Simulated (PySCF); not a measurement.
## Co⁺ (cobalt, charge +1) across methods

[Ar] 3d7 4p1, one real determinant (an excited configuration). All numbers are calculated (PySCF 2.14, the spin-free X2C one-electron Hamiltonian (Gaussian nucleus), in aug-cc-pVDZ-DK (7s6p4d2f, 59 functions)). The B2PLYP total includes its PT2 part (frozen core); its orbital energies are those of the SCF part.

```json
{"method": "LDA", "E (hartree)": "-1390.059", "mean ε 3d α (eV)": "-19.683", "mean ε 3d β (eV)": "-16.942", "mean ε 4p α (eV)": "-8.973", "Σ⟨r²⟩ (bohr²)": "28.29", "⟨S²⟩": "6.001"}
{"method": "PBE0", "E (hartree)": "-1392.526", "mean ε 3d α (eV)": "-22.131", "mean ε 3d β (eV)": "-19.403", "mean ε 4p α (eV)": "-9.513", "Σ⟨r²⟩ (bohr²)": "28.52", "⟨S²⟩": "6.002"}
{"method": "BP86", "E (hartree)": "-1392.963", "mean ε 3d α (eV)": "-19.512", "mean ε 3d β (eV)": "-17.167", "mean ε 4p α (eV)": "-9.033", "Σ⟨r²⟩ (bohr²)": "28.34", "⟨S²⟩": "6.001"}
{"method": "PBE", "E (hartree)": "-1392.505", "mean ε 3d α (eV)": "-19.445", "mean ε 3d β (eV)": "-16.974", "mean ε 4p α (eV)": "-8.924", "Σ⟨r²⟩ (bohr²)": "28.49", "⟨S²⟩": "6.001"}
{"method": "B97-3", "E (hartree)": "-1392.599", "mean ε 3d α (eV)": "-22.222", "mean ε 3d β (eV)": "-19.596", "mean ε 4p α (eV)": "-9.387", "Σ⟨r²⟩ (bohr²)": "28.53", "⟨S²⟩": "6.002"}
{"method": "B2PLYP", "E (hartree)": "-1392.456", "mean ε 3d α (eV)": "-24.835", "mean ε 3d β (eV)": "-21.885", "mean ε 4p α (eV)": "-9.941", "Σ⟨r²⟩ (bohr²)": "28.79", "⟨S²⟩": "6.003"}
{"method": "UHF", "E (hartree)": "-1391.44740", "mean ε 3d α (eV)": "-29.528", "mean ε 3d β (eV)": "-25.859", "mean ε 4p α (eV)": "-10.835", "Σ⟨r²⟩ (bohr²)": "29.38", "⟨S²⟩": "6.004"}
{"method": "r2SCAN", "E (hartree)": "-1392.722", "mean ε 3d α (eV)": "-19.874", "mean ε 3d β (eV)": "-17.295", "mean ε 4p α (eV)": "-9.050", "Σ⟨r²⟩ (bohr²)": "28.26", "⟨S²⟩": "6.002"}
```

⟨L²⟩ = 13.84 against 20 for a pure G term, so this real determinant mixes terms.
